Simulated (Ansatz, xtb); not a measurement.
Ranking isomers of C5H7FO2

5 gas-phase structures of C5H7FO2, from a drawn sample of its isomers (lower ones may exist). Each was relaxed with GFN2-xTB; where two conformers were screened, the lower at r2SCAN-D4/def2-SVP//GFN2-xTB is listed:

A. `C[C@@H]1CC(=O)[C@H](F)O1`, a singlet
B. `C[C@@H]1CC(=O)[C@@H](F)O1`, a singlet
C. `C[C@@H]1C=C(O)[C@H](F)O1`, a singlet
D. `C[C@@H]1C=C(O)[C@@H](F)O1`, a singlet
E. `C[C@@H]1CC(O)=C(F)O1`, a singlet

Problem. Estimate their order in r2SCAN-D4/def2-SVP//GFN2-xTB energy at these geometries, lowest first.

Solution. Calculated order at r2SCAN-D4/def2-SVP//GFN2-xTB: B (0.0), A (0.3), D (10.1), C (10.3), E (19.5) kcal/mol. Less than 1 kcal/mol parts B and A; D and C, so the order within those pairs means little.

Energies above the lowest of each column, in kcal/mol; the last columns are at r2SCAN-D4/def2-SVP geometries:

```csv
structure,GFN2-xTB,HF/STO-3G,r2SCAN-D4/def2-SVP//GFN2-xTB,r2SCAN-D4/def2-SVP,CCSD(T)/def2-SVP + ΔMP2/def2-TZVPP
B,0.4,0.0,0.0,0.0,0.0
A,0.0,0.3,0.3,0.4,1.0
D,6.2,19.3,10.1,10.0,9.1
C,6.1,21.0,10.3,10.0,9.1
E,7.1,14.3,19.5,19.2,19.8
```

CCSD(T)/def2-SVP + ΔMP2/def2-TZVPP has A and B within 1 kcal/mol of each other at the bottom, and every level picks one of them. CCSD(T)/def2-SVP + ΔMP2/def2-TZVPP orders those it was run on as B (0.0), A (1.0), C (9.1), D (9.1), E (19.8) kcal/mol. Less than 1 kcal/mol parts B and A; C and D, so the order within those pairs means little. Flexible structures stand in one conformer each, not always the lowest. The ΔMP2 step shifts differences by up to 3.1 kcal/mol, which makes them less sure. ΔMP2 is the change of the MP2 energy from the smaller to the larger basis.

Over these structures GFN2-xTB departs from r2SCAN-D4/def2-SVP//GFN2-xTB by 3.4 kcal/mol on average once a common shift is removed. A GFN2-xTB relaxation took about 0.19 s and the r2SCAN-D4/def2-SVP//GFN2-xTB energy about 3.6 s on a shared host (Ansatz 0.2.0, xtb 6.7.1).
